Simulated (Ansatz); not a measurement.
Consider the formal exchange of groups at a C–Al bond: `[CH3][Al]([SiH3])[O][SiH3]` + `[CH3][AlH][SnH3]` → `[CH3][Al]([CH3])[SnH3]` + `[SiH3][O][AlH][SiH3]`.

Computed with Ansatz on PBE0-D4/def2-TZVP structures; ΔE is electronic, products minus reactants. CBS: MP2 limit from def2 TZ/QZ plus the TZ coupled-cluster correction, frozen cores. def2 core potentials past Kr. For Sn outer-core shells are correlated without core-valence functions, which leaves a few kJ/mol of doubt a bond. One conformer a species, not always the lowest.

| species | CCSD(T)/CBS(def2) energy (Eh) |
| --- | --- |
| `[CH3][Al]([SiH3])[O][SiH3]` | -938.91404 |
| `[CH3][AlH][SnH3]` | -498.28684 |
| `[CH3][Al]([CH3])[SnH3]` | -537.56546 |
| `[SiH3][O][AlH][SiH3]` | -899.63473 |

Problem. Work out ΔE.

Solution. ΔE = (-537.56546) + (-899.63473) − (-938.91404) − (-498.28684) = 0.00069 Eh = +0.4 kcal/mol.

Largest T1 diagnostic among the species: 0.013.
